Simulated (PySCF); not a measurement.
Bonds (- single, = double, # triple, : aromatic): B1-N2 1.414 Å, N2-Si3 1.775 Å, N2-Si4 1.774 Å. B1 carries H5, H6; Si3 carries H7, H8, H9; Si4 carries H10, H11, H12.

- shieldings: GIAO PBE0/pcSseg-1
- PBE0-D3(BJ)/def2-SVP structure
- run in PySCF
- isolated molecule, rapidly exchanging positions averaged, non-relativistic, one computed conformer

Shifts are taken against calculated references (same method and geometry level): TMS for ¹H, ²⁹Si; ¹¹B vs BF3·OEt2; ¹⁵N vs NH3.

```tsv
atoms	nucleus	count	Hirshfeld charge	δ (ppm)
B1	¹¹B	1	0.11	?
H5/H6	¹H	2	-0.07	5.44
Si3/Si4	²⁹Si	2	0.36	-31.2
N2	¹⁵N	1	-0.28	122.5
H7/H8/H9/H10/H11/H12	¹H	6	-0.07	?
```

Q: Complete the table.

A: 
- H7/H8/H9/H10/H11/H12: 4.90 ppm, hydrogen on a silicon bonded to N
- B1: 51.1 ppm, boron bonded to N, 2 H

Hydrogens on boron are broadened and split by ¹¹B (spin 3/2, 80 %) and 10B (spin 3). Experimental scales use liquid or dissolved standards, which lie at an offset from isolated NH3 (liquid NH3: subtract about 20 ppm).
